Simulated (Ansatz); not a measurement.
Isolated molecules relaxed with PBE0-D4/def2-TZVP in Ansatz; ΔE leaves out vibrations. CCSD(T)/CBS is the MP2 limit (def2-TZVPP, def2-QZVPP) plus CCSD(T) − MP2 in def2-TZVPP, frozen cores. This one scheme is used for every species. Elements past krypton have def2 core potentials. For Sb outer-core shells are correlated without core-valence functions, which leaves a few kJ/mol of doubt a bond. One conformer a species, not always the lowest.

Reaction (silylene formation by 1,1-elimination): `N[SiH2][SbH][OH]` → `[NH2][SbH][OH]` + `[SiH2]`

`N[SiH2][SbH][OH]`:

Cartesian coordinates in Å:
```
N -0.308 -0.468 1.928
Si -0.075 -0.874 0.270
Sb -0.793 1.192 -1.101
O 0.592 0.890 -2.492
H 0.205 0.296 2.338
H -0.483 -1.194 2.604
H -0.961 -2.037 -0.003
H 1.311 -1.241 -0.145
H 0.206 2.152 -0.078
H 0.305 1.284 -3.319
```

`[NH2][SbH][OH]`:

```xyz
7

N    -0.305   -1.180    0.251
Sb    0.314    0.300   -0.957
O    -0.279    1.811    0.159
H    -0.675   -2.002   -0.202
H     0.259   -1.431    1.049
H     1.877    0.460   -0.269
H    -1.192    2.042   -0.030
```

`[SiH2]`:

```xyz
3

Si    0.470    0.485    0.224
H     0.491   -1.033    0.073
H    -0.962    0.549   -0.297
```

```json
{"species": "`N[SiH2][SbH][OH]`", "CCSD(T)/CBS(def2) energy (Eh)": "-662.61326"}
{"species": "`[NH2][SbH][OH]`", "CCSD(T)/CBS(def2) energy (Eh)": "-372.30892"}
{"species": "`[SiH2]`", "CCSD(T)/CBS(def2) energy (Eh)": "-290.19011"}
```

Task: Work out ΔE.

Result: ΔE = (-372.30892) + (-290.19011) − (-662.61326) = 0.11423 Eh = +299.9 kJ/mol.

Largest T1 diagnostic among the species: 0.014.

In def2-TZVPP, CCSD(T) changes the Hartree–Fock value by +8.4 kJ/mol (the triples alone add +3.1 kJ/mol) and MP2 by +29.2 kJ/mol. From PBE to PBE0 (25 % exact exchange), in def2-TZVPP and without D4, ΔE moves by +12.5 kJ/mol.
